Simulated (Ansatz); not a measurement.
Reaction (formal hydrolysis of the Si–S bond): `O[Si]1(S)CO1` + H₂O → `O[Si]1(O)CO1` + H₂S

Calculated with Ansatz (gas phase, PBE0-D4/def2-TZVP geometries, no zero-point term in ΔE). CBS: MP2 limit from def2 TZ/QZ plus the TZ coupled-cluster correction, frozen cores. This one scheme is used for every species. DFT in def2-TZVPP. B3LYP here is the variant with VWN-RPA as its local correlation; programs differ in this. Each species was taken in one conformer, which may not be the lowest.

| level | ΔE (kcal/mol) | difference from CCSD(T)/CBS |
| --- | --- | --- |
| PBE0-D4 | -8.4 | 1.5 |
| B3LYP-D4 | -10.6 | -0.7 |
| ωB97X-V | -10.7 | -0.8 |
| ωB97M-V | -10.8 | -0.9 |
| B2PLYP | -11.5 | -1.6 |
| PBE0 | -9.1 | 0.8 |
| HF/def2-TZVPP | -15.2 | -5.3 |
| CCSD/def2-TZVPP | -11.9 | -2.0 |
| HF/CBS(def2) | -15.4 | -5.5 |
| MP2/CBS(def2) | -8.9 | 1.0 |
| CCSD(T)/CBS | -9.9 | 0 |

Largest T1 diagnostic among the species: 0.013.

In def2-TZVPP, CCSD(T) changes the Hartree–Fock value by +4.1 kcal/mol (the triples alone add +0.9 kcal/mol) and MP2 by +5.2 kcal/mol. From PBE to PBE0 (25 % exact exchange), in def2-TZVPP and without D4, ΔE moves by −0.9 kcal/mol.
